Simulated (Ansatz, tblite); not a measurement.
Removing and adding an electron: `Sc1ccc(-c2ccc(-c3ccc(S)cc3)cc2)cc1`. Total charge 0; singlet. Geometry: PBE-D4/def2-SVP. Ansatz, gas phase; energy differences of separate SCF runs; the oxidised species was run as a doublet alone; the reduced species was run as a doublet alone.

The xTB rows come from tblite. Single mean-field runs in def2-TZVP are fitted with def2-universal-jkfit.

**Question.** Estimate orbital energies and vertical ionisation energies and electron affinities at: GFN1-xTB; GFN2-xTB; PBE-D4/def2-TZVP; PBE0-D4/def2-TZVP; ωB97X-V/def2-TZVP.

**Answer.** 
```tsv
level	−HOMO (eV)	vertical IE (eV)	−LUMO (eV)	vertical EA (eV)	HOMO–LUMO gap (eV)	IE − EA (eV)	remarks
GFN1-xTB	10.66	12.44	7.98	6.09	2.68	6.35	–
GFN2-xTB	9.94	11.61	7.27	5.44	2.67	6.17	–
PBE-D4/def2-TZVP	5.01	6.69	2.19	0.54	2.82	6.15	HOMO above zero (-1 doublet)
PBE0-D4/def2-TZVP	5.87	7.04	1.48	0.38	4.39	6.67	HOMO above zero (-1 doublet)
ωB97X-V/def2-TZVP	7.81	7.51	-0.39	0.01	8.20	7.51	–
```

Relaxing the reduced species (PBE-D4/def2-SVP) changes its energy by -0.35 eV at PBE-D4/def2-TZVP, so the adiabatic electron affinity to this nearest minimum is 0.89 eV. At PBE0-D4/def2-TZVP it is 0.71 eV. The highest occupied level of the relaxed charge -1 doublet lies above zero (up to 0.42 eV). By energy differences its removal costs 0.89 eV (each at its own geometry, to the charge 0 singlet, at PBE-D4/def2-TZVP); self-interaction error and the lack of diffuse functions both raise the level.     A HOMO above zero means that the electron is unbound at that level or that self-interaction error raises the level; the energy of removing that electron tells which. Raw xTB energy differences between charge states are shifted by several eV; the methods need an empirical correction for them. Sets without diffuse functions give affinities that are too small.
